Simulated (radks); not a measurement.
Coulomb parameter of the 3d shell of the iron ion Fe2+ in the model configuration [Ar] 3d4 4p2, as a second difference U = [E(n + 0.5) + E(n - 0.5) - 2 E(n)] / (0.5)^2 with all orbitals relaxed. "Bare": the charge of the atom changes with n. "Screened": the 4p shell takes up the change at fixed total charge, which measures U(3d,3d) + U(4p,4p) - 2 U(3d,4p). Calculated with a radial shooting solver on a logarithmic mesh with Libxc functionals: scalar-relativistic Kohn-Sham, r2SCAN, spin-unpolarised, spherical densities, finite nucleus; meta-GGA in the generalised Kohn-Sham scheme; Fermi nuclear charge, rms radius 3.7377 fm.

start: configuration [Ar] 3d4 4p2; E - E(n) (eV) 0.000
bare +0.5: configuration [Ar] 3d4.5 4p2; E - E(n) (eV) -18.458
bare -0.5: configuration [Ar] 3d3.5 4p2; E - E(n) (eV) 23.047
screened +0.5: configuration [Ar] 3d4.5 4p1.5; E - E(n) (eV) -10.574
screened -0.5: configuration [Ar] 3d3.5 4p2.5; E - E(n) (eV) 12.106

U(bare) = 18.357 eV, U(screened by 4p) = 6.128 eV, against the Slater integral F0(3d,3d) = 26.545 eV with frozen orbitals.
